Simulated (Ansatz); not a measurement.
This geometry of C₂H₇FOSi (12 atoms, charge 0, multiplicity 1) is a first-order saddle point.

The calculation used RKS BLYP/def2-SVP (Ansatz).

```xyz
12
Properties=species:S:1:pos:R:3
C -1.091 -0.713 -1.178
Si -0.174 -0.846 0.474
C 0.934 0.736 0.769
O 0.710 1.632 -0.279
F 0.580 1.327 2.011
H -0.374 -0.641 -2.019
H -1.742 -1.596 -1.346
H -1.722 0.198 -1.195
H 0.734 -2.046 0.488
H -1.132 -0.968 1.622
H 2.018 0.484 0.874
H 1.337 2.379 -0.188
```

(1) Which two structures does it join? (They come from a converged band through this point; their orientation in space is the band's.)

(2) How far does it lie above each of them?

## Answers

(1) No bond is made or broken. The dihedral C1–Si2–C3–F5 goes from 62 to 179°.

Initial state:

```xyz
12
Properties=species:S:1:pos:R:3
C -1.370 -0.511 -0.964
Si -0.127 -0.880 0.414
C 0.956 0.696 0.709
O 1.575 1.037 -0.494
F 0.069 1.735 1.127
H -0.838 -0.271 -1.906
H -2.041 -1.374 -1.148
H -1.990 0.365 -0.687
H 0.776 -2.028 0.061
H -0.819 -1.195 1.709
H 1.691 0.593 1.545
H 2.194 1.778 -0.333
```

Final state:

```xyz
12
Properties=species:S:1:pos:R:3
C -0.920 -0.756 -1.353
Si -0.203 -0.821 0.402
C 0.925 0.715 0.736
O 0.153 1.866 0.564
F 1.399 0.621 2.074
H -0.122 -0.826 -2.120
H -1.631 -1.590 -1.525
H -1.462 0.199 -1.507
H 0.643 -2.046 0.598
H -1.288 -0.804 1.434
H 1.848 0.735 0.104
H 0.735 2.651 0.629
```

(2) 10.7 kJ/mol above the first and 8.5 kJ/mol above the second. This is the barrier of this one path; another mechanism may lie lower.

Run time: 33 s on 2 threads of Intel(R) Xeon(R) 6975P-C (Granite Rapids), on a shared host, peak memory 0.15 GiB.
